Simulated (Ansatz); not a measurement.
```yaml
crystal:
  periodic: [false, false, false]
  atoms:
    - {symbol: C, position_ang: [0.454503, -0.583374, 2.429282]}
    - {symbol: O, position_ang: [0.293998, -0.866271, 0.998918]}
    - {symbol: Si, position_ang: [-0.398863, -0.579896, -0.580628]}
    - {symbol: N, position_ang: [0.100349, -1.484308, -1.922742]}
    - {symbol: Si, position_ang: [-0.493845, 1.789921, -0.620462]}
    - {symbol: H, position_ang: [-0.583001, -0.627334, 2.346616]}
    - {symbol: H, position_ang: [0.159589, 0.609137, 2.263977]}
    - {symbol: H, position_ang: [1.346730, -1.047760, 2.627666]}
    - {symbol: H, position_ang: [-1.802214, -1.191720, -0.068569]}
    - {symbol: H, position_ang: [-0.116063, -2.526804, -1.885185]}
    - {symbol: H, position_ang: [0.992711, -1.277926, -2.040073]}
    - {symbol: H, position_ang: [0.965061, 2.146465, -1.742907]}
    - {symbol: H, position_ang: [-1.383319, 2.422011, -1.934560]}
    - {symbol: H, position_ang: [-0.216953, 2.533666, 0.240833]}
basis:
  gaussian: {orbitals: "6-31++G**", fitting: {mean_field: cc-pVTZ-jkfit}}
hamiltonian: {xc: {name: PBE1PBE}}
output: {forces: true}
```

```sh
$ ansatz run in.yaml --threads 2 --pin off --events-out ev --progress --plain --max-ram 20480MiB --backend cpu
```

(1) How does Ansatz answer? (Best estimate.)

Answers

(1) Computed: The program refused the input.
```
Error: YAML parse error: error: line 20 column 19: hamiltonian.xc: no functional is named "PBE1PBE"; the names, which are not case-sensitive, are SVWN5, SPW92, PBE, PBE0, PBEsol, revPBE, revPBE0, RPBE, rPW86-PBE, HSE06, wPBEh, LC-wPBE, HISS, HF, BLYP, B3LYP, B3LYP5, BHLYP, CAM-B3LYP, r2SCAN, r2SCANh, r2SCAN0, r2SCAN50, m-r2SCAN, B97, wB97, wB97X, wB97X-V, B97M-V, wB97M-V, B2PLYP, B2GP-PLYP, PBE0-DH, PBE-QIDH
  --> <input>:20:19
   |
18 | basis:
19 |   gaussian: {orbitals: "6-31++G**", fitting: {mean_field: cc-pVTZ-jkfit}}
20 | hamiltonian: {xc: {name: PBE1PBE}}
   |                   ^ hamiltonian.xc: no functional is named "PBE1PBE"; the names, which are not case-sensitive, are SVWN5, SPW92, PBE, PBE0, PBEsol, revPBE, revPBE0, RPBE, rPW86-PBE, HSE06, wPBEh, LC-wPBE, HISS, HF, BLYP, B3LYP, B3LYP5, BHLYP, CAM-B3LYP, r2SCAN, r2SCANh, r2SCAN0, r2SCAN50, m-r2SCAN, B97, wB97, wB97X, wB97X-V, B97M-V, wB97M-V, B2PLYP, B2GP-PLYP, PBE0-DH, PBE-QIDH
21 | output: {forces: true}
   |
```

HSE06 is defined as in plane-wave codes.
